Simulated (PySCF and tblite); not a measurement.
The numbers below are computed, except where a source is named.
C7H12Si, numbered as in [SiH3:1][C:2]1=[CH:3][C@H:4]2[CH2:5][CH2:6][C@@H:7]1[CH2:8]2.

The ensemble was built from 45 distance-geometry starts (ETKDG and KDG, MMFF94s, GFN2-xTB) and rests on GFN2-xTB geometries. Free energies are B3LYP-D3(BJ)/def2-SVP (IEF-PCM, acetonitrile) single points with GFN2-xTB rigid-rotor and vibrational terms (modes under about 100 cm⁻¹ blended into free rotors). Symmetry numbers and mirror images are counted. Conformers within 2.5 kcal/mol (GFN2-xTB free energy) were kept, 2 at most. GIAO shieldings: mPW1PW91/pcSseg-1 (IEF-PCM, acetonitrile). Shifts are against TMS (¹H), TMS (¹³C), TMS (²⁹Si) at the same level; of two unlike H on one atom, a is the less shielded. Programs: PySCF with density fitting and tblite.

List the conformer-averaged shifts at 298.15 K.

¹H: 7.04 (H3, 1H), 4.08 (H1, 3H), 2.89 (H4, 1H), 2.87 (H7, 1H), 1.83 (H5a, 1H), 1.80 (H6a, 1H), 1.33 (H8a, 1H), 1.18 (H8b, 1H), 1.04 (H5b, 1H), 0.97 (H6b, 1H) ppm. ¹³C: 162.4 (C3), 147.8 (C2), 52.9 (C8), 49.8 (C7), 48.0 (C4), 28.1 (C5), 27.3 (C6) ppm. ²⁹Si: -84.2 (Si1) ppm.

Unscaled ²⁹Si shifts at such levels can be off by tens of ppm; differences between conformers or isomers are more reliable. Shifts are unscaled: against experiment ¹³C can be off by 15 ppm or more and ¹H by 0.8 ppm.
